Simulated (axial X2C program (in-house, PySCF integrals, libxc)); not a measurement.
# Spin–orbit effects along a row: molecules with P (ions), PBE0

Computed with an in-house relativistic program for diatomic molecules, spin-free (one-electron X2C) or two-component (2c: spin–orbit coupling with atomic mean-field Coulomb and Gaunt terms, which also bring small scalar terms), in Dyall basis sets with cores contracted in-house; open shells are unrestricted.

Basis sets: I dyall-acv3z, Mo dyall-acv3z, Nb dyall-acv3z, P dyall-av3z, Rh dyall-acv3z, Ru dyall-acv3z, Sn dyall-acv3z, Sr dyall-acv3z, Tc dyall-acv3z, Zr dyall-acv3z.

```tsv
molecule	spin-free state	Re (Å)	ωe (cm⁻¹)	De (eV)	2c state	Re 2c (Å)	ωe 2c (cm⁻¹)	De 2c (eV)
SrP⁻	M_S = 1, Λ = 1	2.756	252.9	1.69	Ω = 2	2.755	253.1	1.71
ZrP⁻	M_S = 0, Λ = 0	2.196	540.0	4.76	Ω = 0	2.195	540.1	n/a
NbP⁻	M_S = 3/2, Λ = 0	2.190	485.1	n/a	Ω = 3/2	2.190	485.1	n/a
MoP⁻	M_S = 2, Λ = 1	2.171	429.8	2.95	Ω = 1	2.169	432.2	2.98
TcP⁻	M_S = 5/2, Λ = 0	2.129	487.6	3.77	Ω = 5/2	2.129	487.2	3.78
RuP⁻	M_S = 2, Λ = 2	2.089	489.4	3.52	Ω = 4	2.089	488.7	n/a
RhP⁻	M_S = 3/2, Λ = 0	2.060	482.7	3.55	Ω = 7/2	2.110	456.3	n/a
SnP⁻	M_S = 0, Λ = 0	2.260	466.8	3.92	Ω = 0	2.261	465.3	3.90
PI⁻	M_S = 1/2, Λ = 1	2.498	299.9	0.60	Ω = 3/2	2.497	299.9	0.64
```

(1) Work out the shifts from the spin-free to the two-component result.

Fragments in 2c: Sr + P-, Zr + P-, Nb + P-, Mo + P-, Tc + P-, Ru + P-, Rh- + P, Sn- + P, I- + P. Each entry is the lowest single determinant of a limited PBE0 search at one distance. De goes to single-determinant-based atoms at the same level (for ions the charge split of lowest energy) and is withheld (n/a) where an atom does not fit its ground term or J level. Main or longest-lived isotopes. One determinant is a doubtful description, or other states lie close, for SrP⁻, ZrP⁻, NbP⁻, MoP⁻, TcP⁻, RuP⁻, RhP⁻; these need not be ground states, and all values refer to the states named. Some open-shell Ω = 0 determinants are out of reach, so the Ω given for SrP⁻, MoP⁻, RuP⁻ need not be the lowest component. With several unpaired electrons the Ω given is that of one determinant, not necessarily of the lowest component. Some light 2c atoms are not at their ground J level, so De misses part of their lowering (0.04 eV or less). The functionals have no current term, which raises determinants with orbital currents. Where the atoms have a lower orbital projection than the molecule, De at mean-field level may be about a tenth of an eV too small. The lowest determinant changes configuration between the Hamiltonians for RhP⁻, so two states are compared there.

Answers

(1) 

```csv
molecule,2c state,ΔRe (Å),Δωe (cm⁻¹),ΔDe (eV)
SrP⁻,Ω = 2,-0.001,0.2,0.02
ZrP⁻,Ω = 0,-0.001,0.1,n/a
NbP⁻,Ω = 3/2,0.000,0.0,n/a
MoP⁻,Ω = 1,-0.002,2.4,0.03
TcP⁻,Ω = 5/2,0.000,-0.4,0.01
RuP⁻,Ω = 4,0.000,-0.7,n/a
RhP⁻,Ω = 7/2,other state,other state,n/a
SnP⁻,Ω = 0,0.001,-1.5,-0.02
PI⁻,Ω = 3/2,-0.001,0.0,0.04
```

Shifts of one unit in the last digit are rounding.
